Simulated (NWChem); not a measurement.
Everything below was run with NWChem. System: silacyclobutane (C$_{3}$H$_{8}$Si), charge 0, spin multiplicity 1, at a geometry optimised with B3LYP/def2-SVP. Level: G0W0@PBE0/def2-TZVP, RI basis def2-tzvp-rifit.

NWChem printed:

```
             Northwest Computational Chemistry Package (NWChem) 7.3.0
             --------------------------------------------------------

                                NWChem Input Module
                                -------------------

 Scaling coordinates for geometry "geometry" by  1.889725989
 (inverse scale =  0.529177249)

 Turning off AUTOSYM since
 SYMMETRY directive was detected!

                             Geometry "geometry" -> ""
                             -------------------------

 Output coordinates in angstroms (scale by  1.889725989 to convert to a.u.)

  No.       Tag          Charge          X              Y              Z
 ---- ---------------- ---------- -------------- -------------- --------------
    1 C                    6.0000    -1.00199700    -0.90579900     0.00000000
    2 C                    6.0000    -0.14558800    -0.39974300    -1.20643300
    3 Si                  14.0000     0.64680500     0.84595700     0.00000000
    4 C                    6.0000    -0.14558800    -0.39974300     1.20643300
    5 H                    1.0000    -1.20086900    -1.99133100     0.00000000
    6 H                    1.0000    -1.98252500    -0.40127400     0.00000000
    7 H                    1.0000     0.58486500    -1.16061400    -1.52847500
    8 H                    1.0000    -0.70453900    -0.06554400    -2.09275700
    9 H                    1.0000    -0.00287300     2.19186400     0.00000000
   10 H                    1.0000     2.12939200     1.04136900     0.00000000
   11 H                    1.0000     0.58486500    -1.16061400     1.52847500
   12 H                    1.0000    -0.70453900    -0.06554400     2.09275700

 Effective nuclear repulsion energy (a.u.)     167.3834965079

            Nuclear Dipole moment (a.u.)
            ----------------------------
        X                 Y               Z
 ---------------- ---------------- ----------------
     0.0000170075     0.0000000000     0.0000000000

      Symmetry information
      --------------------

 Group name             Cs
 Group number              2
 Group order               2
 No. of unique centers     9

      Symmetry unique atoms

     1    2    3    5    6    7    8    9   10


 Summary of "ao basis" -> "" (spherical)
 ------------------------------------------------------------------------------
       Tag                 Description            Shells   Functions and Types
 ---------------- ------------------------------  ------  ---------------------
[...]
  ----- ------------  ---------------      ----- ------------  ---------------
     5      1.261367   1 C  s               151     -1.001249   8 H  s
   175     -1.001249  12 H  s               139     -0.827136   6 H  s
   145      0.757576   7 H  s               169      0.757576  11 H  s
   133      0.692897   5 H  s               157     -0.637866   9 H  s
    13      0.626347   1 C  py               45     -0.500166   2 C  pz

 center of mass
 --------------
 x =   0.03334523 y =   0.04143470 z =  -0.00000000

 moments of inertia (a.u.)
 ------------------
         339.084213952227        -113.322097357592           0.000000000000
        -113.322097357592         301.331021578405           0.000000000000
           0.000000000000           0.000000000000         294.247883473964

     Multipole analysis of the density
     ---------------------------------

     L   x y z        total         alpha         beta         nuclear
     -   - - -        -----         -----         ----         -------
     0   0 0 0     -0.000000    -20.000000    -20.000000     40.000000

     1   1 0 0     -0.081034     -0.040526     -0.040526      0.000017
     1   0 1 0     -0.178276     -0.089138     -0.089138      0.000000
     1   0 0 1     -0.000000     -0.000000     -0.000000      0.000000

     2   2 0 0    -25.700547    -55.201359    -55.201359     84.702171
     2   1 1 0     -0.614858    -32.334859    -32.334859     64.054860
     2   1 0 1      0.000000      0.000000      0.000000      0.000000
     2   0 2 0    -25.965304    -65.793602    -65.793602    105.621901
     2   0 1 1      0.000000      0.000000      0.000000     -0.000000
     2   0 0 2    -25.365186    -67.851077    -67.851077    110.336968

 Task  times  cpu:       60.8s     wall:       60.8s

                                NWChem Input Module
                                -------------------

                                 NWChem GW Module
                                 ----------------

                             ***********************
                             ***        GW       ***
                             ***********************

 Summary of "ri basis" -> "ri basis" (spherical)
 ------------------------------------------------------------------------------
       Tag                 Description            Shells   Functions and Types
 ---------------- ------------------------------  ------  ---------------------
 C                      def2-tzvp-rifit             22       76   8s6p4d3f1g
 Si                     def2-tzvp-rifit             29      113   9s7p6d5f2g
 H                      def2-tzvp-rifit              7       15   4s2p1d

                 Memory Information
                 ------------------
          Available GA per process is          1699.8 MBs
          Available stack per process is        700.0 MBs
          Available heap per process is           1.2 MBs

          Peak memory in Initialization
              Peak GA per process is                 15.7 MBs
              Peak stack per process is               0.4 MBs
              Peak heap per process is               16.2 MBs
              Memory not in MA per process            0.0 MBs

          Peak memory in CDGW Calculation
              Peak GA per process is                 19.1 MBs
              Peak stack per process is               3.3 MBs
              Peak heap per process is                3.7 MBs
              Memory not in MA per process            0.0 MBs

          Computing 2-center integrals
          Computing Inverse Cholesky factor
          Computing 3-center integrals
          Computing Vxc

          Computing Sigma_x
          Computing W(iw) on the imaginary grid
          Solving quasiparticle equations

                  Alpha Orbitals
          State     Energy (eV)     Error (eV)
          -----------------------------------
@GW        17        -11.684           0.004
@GW        18        -11.356           0.002
@GW        19        -10.138           0.004
@GW        20         -9.900           0.002
@GW        21          2.114           0.004
@GW        22          2.690           0.004

     GW Timing Statistics
   ------------------------
   Init.   :          0.2s
     ERIs  :          4.9s
     Distr.:          0.0s
     Vxc   :          6.6s
   Vmo     :          0.0s
   iW      :          6.4s
   I_n     :          0.0s
   R_n     :          1.0s
   GW total:         19.0s

 Task  times  cpu:       19.0s     wall:       19.0s

 Total times  cpu:       79.8s     wall:       79.8s
```

Problem. Write an NWChem input that would produce this output.

Solution. Several could match; the one computed here: 
```
start mol
memory heap 200 mb stack 700 mb global 1700 mb
geometry units angstroms nocenter noautoz
  C     -1.001997    -0.905799     0.000000
  C     -0.145588    -0.399743    -1.206433
  Si     0.646805     0.845957     0.000000
  C     -0.145588    -0.399743     1.206433
  H     -1.200869    -1.991331     0.000000
  H     -1.982525    -0.401274     0.000000
  H      0.584865    -1.160614    -1.528475
  H     -0.704539    -0.065544    -2.092757
  H     -0.002873     2.191864     0.000000
  H      2.129392     1.041369     0.000000
  H      0.584865    -1.160614     1.528475
  H     -0.704539    -0.065544     2.092757
  symmetry group Cs
end
basis spherical
  * library def2-tzvp
end
basis "ri basis" bse spherical
  * library def2-tzvp-rifit
end
dft
  xc pbe0
  iterations 100
  direct
  tolerances tight
end
task dft energy
gw
  method cdgw
  states alpha occ 4 vir 2
end
task dft gw
```
